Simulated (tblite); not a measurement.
Species: C5H4N3 (doublet state).
Atom-mapped SMILES: `[N:1]#[C:2]/[C:3]=[C:4](/[C:5]#[N:6])[CH2:7][NH2:8]` (hydrogens: H9, H10 on C7; H11, H12 on N8)
Bond orders are those of one Lewis drawing.

Computed with GFN2-xTB (tblite), gas phase: L-BFGS steps from a force-field or distance-geometry start until the largest atomic force falls under 0.01 eV/Å.

Geometry at step 20:
```
atom  x, y, z in Å
N1     -3.6021   -1.4833    0.8877
C2     -2.5654   -1.1487    0.4505
C3     -1.3669   -0.7910    0.0024
C4     -0.3723    0.0403   -0.1808
C5     -0.6647    1.3795    0.2171
N6     -0.9661    2.4340    0.5497
C7      1.0377   -0.1635   -0.7776
N8      2.0995    0.0846    0.1633
H9      1.0545    0.5835   -1.5873
H10     1.1638   -1.1710   -1.1990
H11     1.9399    0.9564    0.6768
H12     2.2434   -0.7215    0.7711
```

**Question.** What forces act on the atoms?

**Answer.** 
| atom | Fx (eV/Å) | Fy (eV/Å) | Fz (eV/Å) |
| --- | --- | --- | --- |
| N1 | 0.791 | 0.168 | -0.411 |
| C2 | -0.658 | -0.232 | 0.336 |
| C3 | 0.165 | -0.087 | 0.023 |
| C4 | -0.067 | 0.092 | 0.088 |
| C5 | 0.039 | -0.122 | -0.024 |
| N6 | 0.106 | -0.002 | -0.016 |
| C7 | -0.407 | 0.078 | -0.019 |
| N8 | -0.309 | 0.011 | -0.086 |
| H9 | 0.388 | -0.157 | 0.037 |
| H10 | -0.201 | 0.262 | 0.120 |
| H11 | 0.222 | -0.500 | -0.081 |
| H12 | -0.069 | 0.487 | 0.031 |

The largest, 0.91 eV/Å, acts on N1; the rms over all components is 0.270 eV/Å. The forces sum to zero within rounding, as they must for an isolated molecule in no field.

**Question.** Give the force on N1 in Eh/bohr and in nN.

**Answer.** 0.907 eV/Å ÷ 51.422 = 0.01764 Eh/bohr, and 0.907 eV/Å × 1.602 = 1.45 nN.

**Question.** How far is this geometry from the end of the optimisation?

**Answer.** 0.200 eV above it, and 0.515 Å rms away after alignment. The bonds farthest from their final lengths, with half the difference of the two atoms' forces along the bond (positive lengthens):

```json
{"bond": "C7–N8", "now (Å)": "1.440", "final (Å)": "1.425", "force along bond (eV/Å)": "+0.01"}
{"bond": "C4–C5", "now (Å)": "1.427", "final (Å)": "1.413", "force along bond (eV/Å)": "-0.13"}
{"bond": "N8–H11", "now (Å)": "1.024", "final (Å)": "1.013", "force along bond (eV/Å)": "-0.26"}
{"bond": "C4–C7", "now (Å)": "1.545", "final (Å)": "1.556", "force along bond (eV/Å)": "-0.13"}
{"bond": "N8–H12", "now (Å)": "1.020", "final (Å)": "1.012", "force along bond (eV/Å)": "-0.14"}
{"bond": "C7–H10", "now (Å)": "1.099", "final (Å)": "1.092", "force along bond (eV/Å)": "-0.10"}
```

The angle farthest from its final value is C3–C4–C5, 113.6° against 122.4°.

Of the 4 listed bonds off by 0.010 Å or more, this force points towards the final length in 2.

The cost below is that of the whole relaxation. The run took 0.32 s on one thread, Arm Neoverse V2 (aarch64), on a shared host.
